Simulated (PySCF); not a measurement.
These are PBE-D3(BJ)/def2-TZVP // PBE0-D4/def2-SVP (PySCF 2.14.0) values and carry that method's errors. Isolated molecules, 0 K electronic values unless said otherwise. One relaxed conformer stands for a flexible species; it need not be the lowest. Excitations are Tamm–Dancoff values on a coarser integration grid. The basis has no diffuse functions, so Rydberg states are missing or too high.

Reference species (SMILES): `B[C@]1(C=O)[C@H]2CC[C@@H]1CC2` (neutral, multiplicity 1).

```json
{
  "HOMO–LUMO gap": "2.91 eV",
  "S1 oscillator strength": "0.009",
  "LUMO": "-2.81 eV",
  "S1 excitation (TDA)": "3.06 eV"
}
```

Changed species: `C([C@@]1(C[C@H]2C[C@@H]1CC2)B)=O`.

### Question
Give the shifts of the HOMO–LUMO gap, S1 oscillator strength, LUMO and S1 excitation (TDA).

### Answer
the HOMO–LUMO gap increases by 0.32 eV, to 3.23 eV; the S1 oscillator strength hardly moves; the LUMO goes up by 0.33 eV, to -2.48 eV; the S1 excitation (TDA) goes up by 0.25 eV, to 3.31 eV.
